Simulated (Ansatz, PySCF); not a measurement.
System: SnI$_{2}$, charge 0, multiplicity 1. 
Coordinates optimised at B3LYP-D3(BJ)/def2-TZVP (Ansatz, a first-principles code):
```xyz
3

Sn     0.0121     0.0019     1.1958
I      1.0631    -1.8353    -0.5720
I     -1.0745     1.8335    -0.5562
```
Charge 0, spin multiplicity 1.

Dipole moments at this geometry, in debye (magnitudes).

| level | program | dipole (D) |
|---|---|---|
| revPBE/def2-TZVPD | Ansatz | 2.48 |
| TPSSh/def2-TZVPD | PySCF | 2.59 |
| r2SCANh/def2-TZVPD | Ansatz | 2.59 |
| r2SCAN0/def2-TZVPD | Ansatz | 2.70 |
| CAM-B3LYP/def2-TZVPD | Ansatz | 2.87 |
| CCSD(T)/def2-SVPD | Ansatz | 2.54 |
